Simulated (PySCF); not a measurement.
Gas-phase reaction: 4 In(CH3)3 = 4 InH3 + 3 C4H8 (cyclic)

Computed with PySCF and rigid-rotor harmonic-oscillator thermochemistry at 1 bar. † marks an energy on the PBE0/def2-TZVP geometry and frequencies. MP2 freezes the core. All species are closed-shell singlets. B3LYP is the form with VWN-RPA correlation. In: scalar-relativistic def2 core potential, no spin-orbit coupling. InH3: computed as isolated molecules; such fragments, hydroxides, amides, oligomers or adducts are transient or little studied in the gas. MP2 isn't extrapolated to the basis-set limit.

```tsv
level	ΔH°(298 K), kJ
B3LYP/def2-TZVP†	533
BLYP/def2-TZVP†	550
HF/def2-TZVP†	416
MP2/def2-SVP†	470
PBE/def2-TZVP†	___
r2SCAN/def2-TZVP†	___
LDA/def2-TZVP†	___
```

Problem. What belongs in the gaps?

Solution. 
- PBE/def2-TZVP†, ΔH°(298 K), kJ: 539
- r2SCAN/def2-TZVP†, ΔH°(298 K), kJ: 562
- LDA/def2-TZVP†, ΔH°(298 K), kJ: 507
